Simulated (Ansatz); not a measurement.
Coupled-cluster diagnostics for the cluster KBi4⁻, Ansatz.

Geometry of the singlet (r2SCAN-D4/def2-SVPD):

```
atom   x (Å)   y (Å)   z (Å)
  K1  -0.718   1.650  -0.329
 Bi2   1.991  -0.746   0.716
 Bi3  -0.740  -2.111  -0.169
 Bi4  -3.068  -0.795  -1.004
 Bi5   2.536   2.002   0.786
```

In the def2 sets Bi takes a core potential; there is no spin–orbit coupling. Correlated methods freeze 21 core orbitals; core or outer-core shells of K, Bi are correlated, in sets that lack core-valence functions. Another isomer (singlet) lies 1.07 eV lower at PBE0-D4/def2-TZVPD; other spin states weren't run for this one.

Question: Estimate the CCSD(T) correlation energy, the shares of MP2 and (T), T1 and the reference's ⟨S²⟩ for: charge -1, singlet, own geometry in def2-SVPD; and the rough time on 4 threads of Arm Neoverse V2 on a shared host.

Answer: 
| state | basis | correlation (eV) | MP2 share (%) | (T) share (%) | T1 | ⟨S²⟩ (pure) | wall time | remarks |
| --- | --- | --- | --- | --- | --- | --- | --- | --- |
| charge -1, singlet, own geometry | def2-SVPD | -16.335 | 92.6 | 5.9 | 0.020 | 0.00 (0.00) | 2.4 min | large T1, restricted SCF unstable |
Customary marks for T1 are 0.02 (closed shells), 0.045 (open shells) and about 0.05 (3d metals). T1 exceeds 0.02 in 1 of 1 rows and 0.045 in 0; the higher it lies, the less the single-reference result can be trusted.
